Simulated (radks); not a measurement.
Results of a calculation; reference values are marked as such.
Task: Excited configurations of S+: one electron is placed in a higher orbital outside [Ne] 3s2 3p2. The ground configuration is [Ne] 3s2 3p3. Level of theory: Dirac Kohn-Sham, PBE, spin-unpolarised, spherical densities, finite nucleus; open shells fill j = l - 1/2 first; Fermi nuclear charge, rms radius 3.2611 fm (a radial shooting solver on a logarithmic mesh with Libxc functionals). Excitation = E - E(ground); binding = E(ion) - E, where the ion is the core of charge +2; n* = 2/sqrt(2 binding) in atomic units, and the quantum defect is n - n*.

outer orbital  excitation (eV)  binding (eV)     n*  quantum defect  eigenvalue (eV)  <r> (bohr)
3d3/2                   13.191         9.037  2.454           0.546           -5.449       3.064
4p1/2                   14.804         7.425  2.707           1.293           -5.626       5.256
4f5/2                   18.722         3.507  3.939           0.061           -2.488       8.671
5s1/2                   17.295         4.934  3.321           1.679           -3.902       8.594
5p1/2                   18.117         4.112  3.638           1.362           -3.218       9.880
5f5/2                   19.860         2.368  4.794           0.206           -1.794       14.78
6p1/2                   19.623         2.606  4.570           1.430           -2.088       15.89
6f5/2                   20.537         1.692  5.672           0.328           -1.327       22.23
7s1/2                   20.211         2.018  5.193           1.807           -1.646       21.13
7f5/2                   20.968         1.261  6.570           0.430           -1.012       31.10

Estimate the row for 5d3/2.

Result: excitation (eV) 19.300; binding (eV) 2.929; n* 4.311; quantum defect 0.689; eigenvalue (eV) -2.275; <r> (bohr) 13.02. The Delta-SCF ionisation energy is 22.229 eV (NIST Atomic Spectra Database: 23.338 eV, measured). Self-interaction in the functional shifts the binding energies and quantum defects, so they are the method's values and not measured ones. Spin polarisation and multiplet splitting are left out, so open shells lie too high by an amount that depends on their filling.

Beside tabulated values, note that spin-unpolarised runs miss the spin-polarisation part of the exchange energy of open shells.
